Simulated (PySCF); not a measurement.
ethylene (C₂H₄), singlet, geometry from GFN2-xTB. Base run: M062X/def2-SVPD in PySCF.

Here is a job for PySCF.
```python
from pyscf import gto, scf, dft, solvent

mol = gto.Mole()
mol.atom = '''
    C    -0.013287   -0.006567    0.658005
    C     0.013287    0.006567   -0.658005
    H    -0.020896    0.901691    1.238223
    H    -0.028738   -0.926221    1.219823
    H     0.028738    0.926221   -1.219823
    H     0.020896   -0.901691   -1.238223
'''
mol.basis = 'def2-svpd'
mol.charge = 0
mol.spin = 0
mol.verbose = 4
mol.build()

mf = dft.RKS(mol)
mf.xc = 'm062x'
mf.kernel()
```

Each row names what was changed in the base input (with any setting that the change needs).

```tsv
change	ΔE vs base (kcal/mol)	HOMO-LUMO gap (eV)
base	0.000	10.29
model = IEF-PCM; solvent = dichloromethane; vdw_scale = 1.0	-1.99	10.34
model = IEF-PCM; solvent = methanol	-1.21	10.32
model = IEF-PCM; solvent = dichloromethane	-1.05	10.32
model = IEF-PCM; solvent = 2-propanol	[?]	10.32
model = IEF-PCM; solvent = dichloromethane; lebedev_order = 11	[?]	10.31
model = IEF-PCM; solvent = dichloromethane; r_probe = 0.5	[?]	10.30
model = IEF-PCM; solvent = dichloromethane; lebedev_order = 41	-1.05	10.32
model = IEF-PCM; solvent = dichloromethane; vdw_scale = 1.4	-0.550	10.30
model = COSMO; solvent = dichloromethane	-1.06	10.32
model = IEF-PCM; solvent = chloroform	-0.87	10.31
model = ddCOSMO; solvent = dichloromethane	-0.67	10.32
```

Problem. Fill in the missing entries.

Solution. 
- model = IEF-PCM; solvent = 2-propanol, ΔE vs base (kcal/mol): -1.17
- model = IEF-PCM; solvent = dichloromethane; lebedev_order = 11, ΔE vs base (kcal/mol): -0.97
- model = IEF-PCM; solvent = dichloromethane; r_probe = 0.5, ΔE vs base (kcal/mol): -0.348

The base is the gas phase, so ΔE is the electrostatic part of solvation at a fixed geometry, without cavity and dispersion terms.
